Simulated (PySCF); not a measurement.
Excitation energy of Re by level of theory

Re [Xe] 4f14 5d5 6s2 (6S) → Re [Xe] 4f14 5d5 6s1 6p1 (8P), as a difference of total energies. Calculation: PySCF 2.14, in aug-cc-pwCVDZ-PP with ECP60MDF (6s6p5d3f, 70 functions); scalar relativity through the core potential. Correlated levels: valence: 5s2 5p6 frozen. The calculations carry no spin-orbit coupling.

```
           method  excitation energy (eV)
              UHF                   1.076
    MP2 (valence)                   2.214
SCS-MP2 (valence)                   2.605
   CCSD (valence)                   2.295
CCSD(T) (valence)                   2.380
```

Q: How much does correlation contribute at CCSD(T) (valence)?

A: 2.380 − (1.076) = 1.304 eV, measured against UHF.
